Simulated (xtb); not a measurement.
xtb input:

```bash
xtb mol.xyz --gfnff --opt tight --chrg -1 --uhf 0
```
mol.xyz:
```
13

Si    -0.23037238     1.88490003     0.60203266
Si    -0.13743408     0.17945573    -1.02412588
Si     1.84463275    -0.73966793    -0.13632401
Si    -1.52180848    -1.26595195     0.22322074
H      0.77264017     2.97236709     0.34970119
H     -0.02222048     1.54160688     2.04847693
H     -1.54424452     2.61016283     0.59715055
H      3.05500643     0.08551864    -0.46244155
H      2.16620180    -2.08299113    -0.72315115
H      1.95913040    -0.96450260     1.34344559
H     -1.25536830    -1.46703307     1.68676248
H     -1.53665741    -2.66186820    -0.32767608
H     -2.96473748    -0.85556269     0.18048288
```

**Question.** Which total energy does the run end on?

**Answer.** -2.25096 Eh (GFN-FF).

It need not be the lowest isomer of its formula.
